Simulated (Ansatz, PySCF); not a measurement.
Zn(F)(NMe2) (C₂H₆FNZn), SMILES C[N](C)[Zn][F].

Coordinates come from a B3LYP-D3(BJ)/def2-SVP optimisation. The structure was generated by enumeration; whether it is a known compound was not checked. One conformer was computed; it need not be the lowest.

Vertical ionisation energy (IE) and electron affinity (EA) in eV. Rows of orbital energies are one-electron estimates. Where ΔSCF, EOM or ADC give a negative EA the extra electron is unbound and the value depends on the basis.

```json
[
 {"level": "−ε(HOMO), −ε(LUMO), ωB97X/def2-TZVP (PySCF)", "IE": "8.53", "EA": "-1.02"},
 {"level": "−ε(HOMO), −ε(LUMO), PBE/def2-TZVP (PySCF)", "IE": "4.93", "EA": "1.89"},
 {"level": "ΔSCF, PBE0/def2-SVPD (Ansatz), final states of multiplicity 2 and 2", "IE": "8.14", "EA": "-0.46"},
 {"level": "ΔSCF, PBE/def2-SVPD (Ansatz), final states of multiplicity 2 and 2", "IE": "8.12", "EA": "-0.34"}
]
```

Task: What vertical singlet–triplet gap does ΔSCF give with PBE0/def2-SVPD (Ansatz, a program for electronic structure) and with PBE/def2-SVPD (Ansatz)? (An estimate is asked for; the answer gives what the named calculation found.)

Result: 3.54 and 3.41 eV (triplet above singlet where positive).
